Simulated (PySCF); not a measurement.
# Electron correlation in Pb⁴⁵⁺ (lead, charge +45)

Starting occupation: [Kr] 4d1, 4d5/2 with m_j = +5/2. Computed with PySCF 2.14 in an even-tempered Gaussian basis (16 s from 6 bohr⁻², ratio 2.8; 14 p from 7.8 bohr⁻², ratio 2.8; 9 d from 7.8 bohr⁻², ratio 2.8; 3 f from 28 bohr⁻², ratio 3), with X2C-1e with screened-nucleus spin-orbit coupling, Gaussian nucleus. Frozen: [Ar] 3d10; 9 electrons correlated; the 94 highest virtual spinors left out.

MP2 pair energies summed by pair of shells (mhartree):

```json
{"pair": "4p1/2-4p3/2", "energy": "-86.08", "share (%)": "31.1"}
{"pair": "4p3/2-4p3/2", "energy": "-83.25", "share (%)": "30.0"}
{"pair": "4d5/2-4p3/2", "energy": "-25.63", "share (%)": "9.2"}
{"pair": "4p1/2-4p1/2", "energy": "-24.28", "share (%)": "8.8"}
{"pair": "4p3/2-4s1/2", "energy": "-18.97", "share (%)": "6.8"}
{"pair": "4d5/2-4p1/2", "energy": "-12.94", "share (%)": "4.7"}
{"pair": "4p1/2-4s1/2", "energy": "-11.36", "share (%)": "4.1"}
{"pair": "4s1/2-4s1/2", "energy": "-8.75", "share (%)": "3.2"}
{"pair": "4d5/2-4s1/2", "energy": "-5.83", "share (%)": "2.1"}
```

Total MP2 correlation energy: -277.10 mhartree.

At this charge the one-electron X2C treatment keeps the bare 1/r₁₂, with no two-electron picture change or Breit term. The effect here is smaller than on the frozen 1s shell.
